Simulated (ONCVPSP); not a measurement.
Plane-wave convergence, ONCV potential for neon (Ne)

```
Element                 : neon (Ne)
Generator               : ONCVPSP 4.0.1
Type                    : optimised norm-conserving Vanderbilt (ONCV)
Functional              : PW91
Relativity              : scalar-relativistic
Frozen core             : [He]
Valence charge          : 8
Reference configuration : 2s2 2p6
Partial waves           : 2s: rc 0.65 bohr, ncon 5, nbas 10, qcut 9.9 1/bohr, 1 projector; 2p: rc 1.60 bohr, ncon 4, nbas 9, qcut 9.8 1/bohr, 2 projectors, debl 2.6 Ha
Local potential         : polynomial inside 0.45 bohr (lpopt 5, dvloc0 0 Ha)
Core correction         : polynomial model core, fcfact 0.2
```

Question: For each optimised wave give the share of its norm inside rc, the residual kinetic energy above qcut (Ha) and the cutoffs (Ha) for errors of 10, 1, 0.1 and 0.01 mHa per electron.

Answer:

| wave | norm inside rc | residual KE | 10 mHa | 1 mHa | 0.1 mHa | 0.01 mHa |
| --- | --- | --- | --- | --- | --- | --- |
| 2s | 0.302 | 7.8e-03 | 46.5 | 221.3 | 642.7 | 730.7 |
| 2p | 0.872 | 1.1e-07 | 25.7 | 32.1 | 37.4 | 41.4 |
| p projector 2 | 0.157 | 1.2e-06 | 26.3 | 33.8 | 39.6 | 44.0 |

The occupied waves need 221 Ha and 643 Ha for 1 and 0.1 mHa. Its largest configuration-test error is +2210 meV.
